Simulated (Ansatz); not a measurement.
Consider the formal hydrolysis of a C–Si bond: `O=C(O)[SiH2][SeH]` + H₂O → `O=C(O)O` + `[SiH3][SeH]`.

Calculated with Ansatz (gas phase, PBE0-D4/def2-TZVP geometries, no zero-point term in ΔE). CBS: MP2 limit from def2 TZ/QZ plus the TZ coupled-cluster correction, frozen cores. This one scheme is used for every species. Functionals use def2-TZVPP. For Se outer-core shells are correlated without core-valence functions, which leaves a few kJ/mol of doubt a bond. Scalar relativity is left out up to krypton. Each species was taken in one conformer, which may not be the lowest.

CCSD(T)/CBS gives -0.08 eV.

Task: Another level gave -0.20 eV. Which?
A. PBE-D4/def2-TZVPP
B. PBE/def2-TZVPP
C. r2SCAN/def2-TZVPP
D. HF/def2-TZVPP

Result: B. PBE -0.20, r2SCAN -0.26, HF/def2-TZVPP -0.50, PBE-D4 -0.15 eV.

Largest T1 diagnostic among the species: 0.014.

In def2-TZVPP, CCSD(T) changes the Hartree–Fock value by +0.33 eV (the triples alone add +0.04 eV) and MP2 by +0.37 eV. From PBE to PBE0 (25 % exact exchange), in def2-TZVPP and without D4, ΔE moves by −0.08 eV. The D4 term adds +0.08 eV with B3LYP and +0.05 eV with PBE0; it sums over pairs of atoms, weighted by their polarisabilities, and B3LYP, whose exchange is more repulsive, gets the larger term.

B3LYP here is the variant with VWN-RPA as its local correlation; programs differ in this.
